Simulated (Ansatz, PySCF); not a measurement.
Noncovalent pair: ammonia borane (SMILES [BH3-][NH3+]) (first 8 atoms) with C2H4 (SMILES C=C); geometry from B3LYP-D3(BJ)/def2-TZVP, rigid monomers moved along the line of their centres of mass till H8···C10 is 2.85 Å.
(charge 0, multiplicity 1):
```xyz
14

B     -0.9288     0.2896     0.2984
N      0.6322    -0.1670     0.5701
H     -1.0445     1.3660     0.8388
H     -1.6066    -0.5736     0.8076
H     -1.0487     0.3436    -0.9028
H      1.2837     0.5043     0.1745
H      0.8265    -1.0724     0.1528
H      0.8125    -0.2327     1.5723
C      0.3026     0.5987     4.2569
C     -0.0918    -0.6688     4.2424
H      1.1333     0.9300     4.8691
H     -0.2051     1.3501     3.6633
H     -0.9319    -0.9872     3.6361
H      0.4010    -1.4254     4.8417
```

Counterpoise-corrected where a basis set is named; no monomer relaxation. Rows marked so take none.

Rows in 3-21G carry no dispersion term and start afresh at each structure.

Codes used: Ansatz (Gaussian orbitals); PySCF for 3-21G rows, the dispersion terms. 

Question: Predict the interaction energy from B3LYP/def2-TZVPPD.

Answer: -98 meV

Question: What is the computed interaction energy (PBE-D3(BJ)/def2-TZVPPD)?

Answer: -185 meV

Question: Predict the interaction energy from B3LYP/3-21G (no counterpoise).

Answer: -177 meV

Ansatz is a first-principles code.
